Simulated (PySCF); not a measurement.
How methods differ on the excitation energy of Bi²⁺

Bi²⁺ [Xe] 4f14 5d10 6s2 6p1 (2P) → Bi²⁺ [Xe] 4f14 5d10 6s1 6p1 7s1 (4P), as a difference of total energies. All numbers are calculated (PySCF 2.14, scalar relativity by spin-free X2C-1e, in aug-cc-pVQZ-DK3 (10s9p7d4f2g, 118 functions)). The calculations carry no spin-orbit coupling.

```json
{"method": "UHF", "excitation energy (eV)": "18.876"}
{"method": "M06-2X", "excitation energy (eV)": "20.253"}
{"method": "TPSS", "excitation energy (eV)": "20.496"}
```

The promoted electron is Rydberg-like, and one or two diffuse shells describe it only roughly, which tends to raise the upper state.
